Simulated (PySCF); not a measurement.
**Radiative rates from a computed spectrum**

Species: C2H5FSi.
SMILES: `F[SiH]1CC1`

Theory: TDDFT PBE0/def2-SVPD, vertical, gas phase, core orbitals frozen in the response (PySCF 2.14.0, density-fitted response routines). Isolated species at its PBE0-D3(BJ)/def2-SVP geometry, gas phase.

For one non-degenerate pair of states in vacuum, A = 0.6670 f ν̃² s⁻¹ with ν̃ in cm⁻¹, τ = 1/A, |μ|² = 3f / (2ΔE) in atomic units, and the integrated cross-section is ∫σ dE = 109.76 f Mb·eV.

These lifetimes count emission to the ground state at the vertical energy alone; relaxation of the geometry and all other decay channels are left out.

Energies and rates of the computed singlets with f of 0.002 or more:

```
state  ν̃ (cm⁻¹)   A (s⁻¹)
   S1      49240  8.26×10⁶
   S2      54500  4.89×10⁶
   S3      55520  3.20×10⁸
   S5      61070  1.36×10⁷
   S6      62830  7.55×10⁷
   S9      67920  2.99×10⁷
  S10      68490  1.30×10⁸
```

**Question.** Go back from the rates to the oscillator strengths and transition dipoles.

**Answer.** f = A / (0.6670 ν̃²), and |μ| follows from f:

| state | f | \|μ\| (D) | τ | main configurations (H = HOMO, L = LUMO) |
| --- | --- | --- | --- | --- |
| S1 | 0.0051 | 0.47 | 120 ns | H→L (97%) |
| S2 | 0.0025 | 0.31 | 200 ns | H→L+2 (97%) |
| S3 | 0.156 | 2.44 | 3.1 ns | H→L+1 (95%) |
| S5 | 0.0055 | 0.44 | 74 ns | H-1→L (92%) |
| S6 | 0.029 | 0.99 | 13 ns | H→L+4 (91%) |
| S9 | 0.0097 | 0.55 | 33 ns | H-1→L+2 (64%), H-1→L+3 (18%), H→L+5 (12%) |
| S10 | 0.042 | 1.14 | 7.7 ns | H→L+6 (96%) |

**Question.** How much energy does a mole of photons resonant with S3 carry?

**Answer.** 6.884 eV × 96.485 = 664 kJ/mol (159 kcal/mol).

**Question.** Suppose S1 emitted 0.3 eV lower with the same transition dipole. How would A change?

**Answer.** At fixed |μ|, A goes as the cube of the energy: (5.80/6.10)³ = 0.86, which makes τ about 140 ns.

**Question.** What is the integrated cross-section of all computed states together?

**Answer.** Σf = 0.250 over S1 to S10, so 109.76 × Σf ≈ 27.5 Mb·eV.

All these states lie below the vertical ionisation energy of 9.47 eV (ΔSCF).
